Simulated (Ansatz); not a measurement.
Cost and result up the ladder for the cluster K3Sn3I9 (15 atoms). The state is a singlet with charge 0. Geometry: r2SCAN-D4/def2-SVP.

Cartesian coordinates in Å:
```
K 1.929 -2.677 -2.830
K -2.189 -1.590 2.559
K -1.745 0.148 -2.473
Sn 1.707 -1.259 1.249
Sn -3.199 2.956 1.063
Sn 1.558 3.097 0.366
I 3.563 1.997 1.991
I -4.232 0.352 0.305
I -0.606 -2.503 -0.319
I 0.893 -2.521 3.764
I -0.225 -1.419 -4.961
I 1.628 1.111 -1.700
I -0.678 1.796 2.183
I -2.050 3.637 -1.436
I 3.647 -3.124 0.238
```

Ansatz on 2 threads of AMD EPYC 7R13 on a shared host and a share (18 GiB) of an NVIDIA H100 80GB HBM3. Times are rough, and most runs start from the orbitals of an earlier one. PBE0-D4/def2-TZVP serves as the yardstick here, not as an exact answer. Differences are given only for rows in sets of like size (and for xTB, whose basis is part of the method), since another set adds its own error. Binding counts from free atoms at the same level (K doublet, Sn triplet, I doublet; other spins of the atoms weren't run), without zero-point energy or a counterpoise term.

In the def2 sets I, Sn take a core potential; there is no spin–orbit coupling. Correlated methods freeze 63 core orbitals; core or outer-core shells of K, Sn, I are correlated, in sets that lack core-valence functions. The rows differ in basis, and correlated rows in double-zeta sets carry the largest basis error. Single mean-field runs in def2-TZVP are fitted with def2-universal-jkfit. Another isomer (singlet) lies 0.40 eV lower at PBE0-D4/def2-TZVP; other spin states weren't run for this one.

Correlated methods converge slowly with the basis, most of all in double-zeta sets.

```csv
level,functions,wall time,binding energy per atom (eV),difference from PBE0-D4/def2-TZVP (eV)
PBE-D4/def2-SVP,384,3.9 s,2.47,–
PBE-D4/def2-TZVP (with forces),699,8.5 s,2.46,0.05
PBE0-D4/def2-SVP,384,8.5 s,2.41,–
PBE0-D4/def2-TZVP,699,8.6 s,2.41,0.00
r2SCAN-D4/def2-TZVP,699,8.6 s,2.41,0.00
MP2/def2-SVP,384,9.1 s,2.23,–
B97M-V/def2-TZVP,699,12 s,2.35,-0.07
```
